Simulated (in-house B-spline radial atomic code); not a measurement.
**Ionising the germanium ion Ge⁸⁺ with different functionals**

Computed with a radial B-spline atomic code at the basis-set limit: four-component Dirac-Coulomb Hamiltonian, Fermi nucleus of rms radius 4.0742 fm, spin-restricted, spherical fractional occupations for the functionals, and exact exchange of hybrids averaged over the configuration. The ionisation energy is the difference of two self-consistent energies, [Ar] 3d6 → [Ar] 3d5, without Breit or QED terms; ε is the level of the shell that loses the electron (mean over j). The electron is taken from both j subshells in proportion to 2j + 1, so the result is a j average, not the step between ground levels.

```json
{"method": "BHandHLYP", "rung": "global hybrid", "ΔSCF (eV)": "212.91", "-ε(3d) (eV)": "205.74"}
{"method": "B3LYP", "rung": "global hybrid", "ΔSCF (eV)": "213.20", "-ε(3d) (eV)": "200.09"}
{"method": "LC-wPBE", "rung": "range-separated hybrid", "ΔSCF (eV)": "213.08", "-ε(3d) (eV)": "201.89"}
{"method": "HSE06", "rung": "range-separated hybrid", "ΔSCF (eV)": "212.99", "-ε(3d) (eV)": "200.45"}
```

(1) Among the functionals, which spreads more, the ΔSCF values or the orbital energies?

(2) How do they compare with the NIST value?

Results:

(1) The orbital energies: ΔSCF values span about 0.28 eV and the orbital energies 5.66 eV; here energy differences depend much less on the functional than eigenvalues do.

(2) NIST lists 212 eV ± 2.1 (tabulated theory, ground level to ground level). Errors run from +0.41 to +0.70 eV; all lie within about twice that uncertainty, so the table can't rank the methods.
